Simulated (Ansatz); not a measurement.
Correlation energies of `[NH]1[SiH2][NH][GeH2]1` by basis set

```csv
atom,x (Å),y (Å),z (Å)
N1,-1.064,-0.477,0.381
Si2,0.570,-1.048,0.433
N3,1.105,0.401,-0.349
Ge4,-0.602,1.106,-0.457
H5,-1.917,-0.994,0.270
H6,0.797,-2.316,-0.319
H7,1.144,-1.253,1.795
H8,1.964,0.908,-0.235
H9,-0.840,2.389,0.367
H10,-1.158,1.284,-1.886
```

Total charge 0; spin multiplicity 1. Correlated methods include outer-core shells of Ge, which these sets cover unevenly. Scalar relativity is left out up to krypton. The geometry is a stationary point of PBE0-D4/def2-TZVP. Frozen core, restricted reference, the Gaussian-basis code of Ansatz.

| basis | HF (Eh) | MP2 corr. |
| --- | --- | --- |
| def2-SVP | -2476.29890 | -0.65888 |
| def2-TZVPP | -2476.81061 | -0.79480 |
| def2-QZVPP | -2476.86784 | -1.09757 |

**Question.** Estimate the CCSD correlation energy and the (T) correction in each basis where they were run (hartree).

**Answer.** 
```
     basis  CCSD corr.       (T)
  def2-SVP    -0.69091  -0.02023
def2-TZVPP    -0.82293  -0.03259
```
